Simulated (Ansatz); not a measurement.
System: BiBr2, charge 0, doublet. BiBr2 (SMILES [Br][Bi][Br], doublet).
B3LYP-D3(BJ)/def2-TZVP minimum from Ansatz (a quantum-chemistry and plane-wave program):
```
Bi
Br 1 2.6104
Br 1 2.6104 2 100.40
```
Charge 0, spin multiplicity 2.

Property: atomisation energy (electronic, to ground-state atoms), in kJ/mol. UHF or UKS for unpaired electrons; spin-orbit terms are left out. Cores are frozen in correlated methods (noble-gas shells, and filled d and f shells in the p block). Past Kr the def2 sets carry scalar-relativistic core potentials. CBS(X,Y): correlation extrapolated as X^-3, Hartree-Fock from the larger set. A bracket is a step between two methods taken in the basis named. Spin-orbit terms, left out, reach several kcal/mol for Br and I, and more for heavier atoms.

CCSD(T)/CBS(def2-TZVPP,def2-QZVPP) + [CCSDT(Q) - CCSD(T)]/def2-SVP (Ansatz) gives 523.6 kJ/mol.

Problem. How far off this value is PBE/def2-TZVPD (Ansatz), in which direction, and how far these levels: r2SCAN/def2-TZVPD, PBE0/def2-TZVPD, B2PLYP/def2-TZVPD, CCSD(T)/CBS(def2-TZVPP,def2-QZVPP)?

Solution. PBE gives 576.3 kJ/mol, 52.7 kJ/mol above it. Differences of the others: r2SCAN/def2-TZVPD (Ansatz) 27.4; PBE0/def2-TZVPD (Ansatz) 14.7; B2PLYP/def2-TZVPD (Ansatz) -4.7; CCSD(T)/CBS(def2-TZVPP,def2-QZVPP) (Ansatz) -2.7 kJ/mol.
